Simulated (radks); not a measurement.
Values are calculated unless marked as measured or tabulated.
Rh, configuration [Kr] 4d8.5 5s0.5 (fractional occupations, a model configuration). Level of theory: Dirac Kohn-Sham, PBE, spin-unpolarised, spherical densities, point nucleus; open shells fill j = l - 1/2 first (a radial shooting solver on a logarithmic mesh with Libxc functionals).

Unscreened Slater integrals over Kohn-Sham orbitals (cm^-1). Large and small components are both included.

\begin{tabular}{lr}
integral & value \\ \hline
F0(5s1/2,5s1/2) & 58291 \\
F0(5s1/2,4d5/2) & 72055 \\
G2(5s1/2,4d5/2) & 13911 \\
F0(5s1/2,4d3/2) & 72281 \\
G2(5s1/2,4d3/2) & 13414 \\
F0(5s1/2,4p3/2) & 75518 \\
G1(5s1/2,4p3/2) & 3846.5 \\
F0(4d5/2,4d5/2) & 122580 \\
F2(4d5/2,4d5/2) & 58594 \\
F4(4d5/2,4d5/2) & 37543 \\
F0(4d5/2,4d3/2) & 123710 \\
F2(4d5/2,4d3/2) & 59202 \\
G2(4d5/2,4d3/2) & 59177 \\
G4(4d5/2,4d3/2) & 37942 \\
F0(4d5/2,4p3/2) & 144660 \\
F2(4d5/2,4p3/2) & 68005 \\
G1(4d5/2,4p3/2) & 84130 \\
G3(4d5/2,4p3/2) & 50885 \\
F0(4d3/2,4d3/2) & 124850 \\
F2(4d3/2,4d3/2) & 59839 \\
F0(4d3/2,4p3/2) & 146360 \\
F2(4d3/2,4p3/2) & 69270 \\
G1(4d3/2,4p3/2) & 86043 \\
G3(4d3/2,4p3/2) & 52073 \\
F0(4p3/2,4p3/2) & 180530 \\
F2(4p3/2,4p3/2) & 94430 \\
\end{tabular}
